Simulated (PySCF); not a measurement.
# Exercise with solution: oscillator strength and radiative lifetime

In(Br)(OH)(OMe) (CH₄BrInO₂), SMILES C[O][In]([OH])[Br].

Coordinates come from a PBE0-D3(BJ)/def2-SVP optimisation. The structure was generated by enumeration; whether it is a known compound was not checked. The def2 effective core potentials stand for the cores of In; spin–orbit coupling is left out. One conformer was computed; it need not be the lowest.

TDDFT-ωB97X/def2-SVPD in PySCF puts the first singlet state with f over 0.02 at 5.30 eV (vertical), with the transition dipole (-0.691, 0.241, 0.000) in atomic units.

Q: Find the oscillator strength, the wavelength and the radiative lifetime that this transition would have in vacuum if emission retraced absorption.

A: 
|μ|² = 0.5356 au, so |μ| = 1.86 D. ΔE = 5.30/27.211 = 0.1948 hartree. f = (2/3) ΔE |μ|² = 0.070 (the program prints 0.070).
λ = 1239.84/5.30 = 234 nm; ν = 42747 cm⁻¹.
Einstein's coefficient A = 0.6670 ν² f s⁻¹ (ν in cm⁻¹) = 8.5e7 s⁻¹, so τ = 1/A = 12 ns. This state is S2; the lower singlet has f = 0.001. The figure is the radiative limit of this one transition; relaxation, internal conversion, crossing to triplets and a medium change what is measured.
